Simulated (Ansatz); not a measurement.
`CCOC(C)F` + `[OH][Sc]([Cl])[O][SiH3]` → `C[O][Sc]([Cl])[O][SiH3]` + `CCOCF`  (substitution at a C–C bond)

Calculated with Ansatz (gas phase, PBE0-D4/def2-TZVP geometries, no zero-point term in ΔE). CCSD(T)/CBS is the MP2 limit (def2-TZVPP, def2-QZVPP) plus CCSD(T) − MP2 in def2-TZVPP, frozen cores. DFT in def2-TZVPP. For Sc outer-core shells are correlated without core-valence functions, which leaves a few kJ/mol of doubt a bond. Scalar relativity is left out up to krypton. Each species was taken in one conformer, which may not be the lowest.

`CCOC(C)F`:

```xyz
15

C     0.381    2.360    0.158
C     0.826    0.952   -0.137
O    -0.295    0.092   -0.004
C    -0.008   -1.239   -0.147
C    -1.220   -2.053    0.197
F     0.353   -1.504   -1.467
H    -0.015    2.437    1.173
H     1.222    3.049    0.061
H    -0.399    2.669   -0.540
H     1.611    0.633    0.564
H     1.232    0.874   -1.151
H     0.874   -1.516    0.450
H    -2.055   -1.744   -0.434
H    -1.488   -1.898    1.243
H    -1.018   -3.112    0.032
```

`[OH][Sc]([Cl])[O][SiH3]`:

```xyz
9

O     1.513    2.339    0.333
Sc   -0.052    1.433    0.692
Cl   -1.734    2.385    1.971
O    -0.282   -0.296    0.005
Si   -0.418   -1.796   -0.626
H     2.346    2.740    0.103
H     0.733   -2.637   -0.198
H    -1.677   -2.441   -0.167
H    -0.430   -1.726   -2.112
```

`C[O][Sc]([Cl])[O][SiH3]`:

Cartesian coordinates in Å:
```
C -0.893 2.219 1.563
O -0.875 0.876 1.206
Sc -0.754 -0.865 0.633
Cl -2.017 -2.536 1.635
O 0.417 -1.255 -0.786
Si 1.458 -1.498 -2.019
H -0.231 2.805 0.916
H -1.907 2.625 1.478
H -0.563 2.346 2.599
H 1.458 -2.928 -2.429
H 2.838 -1.121 -1.607
H 1.068 -0.667 -3.191
```

`CCOCF`:

```xyz
12

C    -0.739   -0.608   -1.519
C    -0.148    0.290   -0.466
O     0.145   -0.497    0.681
C     0.790    0.176    1.673
F    -0.049    1.085    2.296
H    -1.658   -1.071   -1.156
H    -0.039   -1.399   -1.792
H    -0.976   -0.030   -2.415
H    -0.847    1.089   -0.195
H     0.779    0.761   -0.823
H     1.642    0.757    1.294
H     1.100   -0.554    2.423
```

(1) Is it downhill or uphill in electronic energy at CCSD(T)/CBS, and by how much? (Best estimate.)

(2) What do these levels give: BLYP-D4, r2SCAN-D4, PBE0-D4, BHLYP-D4, CAM-B3LYP-D4, B2PLYP, revPBE, RPA@PBE/def2-TZVPP, SCS-MP2/def2-TZVPP, CCSD(T)/def2-TZVPP, HF/CBS(def2), MP2/CBS(def2)? (Best estimate.)

Largest T1 diagnostic among the species: 0.015.

Answers

(1) The calculation gave: Uphill: ΔE = +74.6 kJ/mol.

(2) Ansatz gave: BLYP-D4 61.0, r2SCAN-D4 71.8, PBE0-D4 70.5, BHLYP-D4 68.3, CAM-B3LYP-D4 69.2, B2PLYP 67.3, revPBE 60.8, RPA@PBE/def2-TZVPP 64.9, SCS-MP2/def2-TZVPP 70.7, CCSD(T)/def2-TZVPP 71.8, HF/CBS(def2) 63.7, MP2/CBS(def2) 79.2 kJ/mol.

At CCSD(T), def2-SVP lies −13.6 kJ/mol from the extrapolated value and def2-TZVPP −2.7 kJ/mol. Leaving LDA and LC-ωPBE aside and taking each functional with its dispersion term where it has one, the values, not all of them listed here, spread over 14.4 kJ/mol, from BLYP-D4 to ωB97M-V. LDA lies +9.5 kJ/mol from PBE without D4. In def2-TZVPP, CCSD(T) changes the Hartree–Fock value by +7.3 kJ/mol (the triples alone add −0.2 kJ/mol) and MP2 by +12.0 kJ/mol.
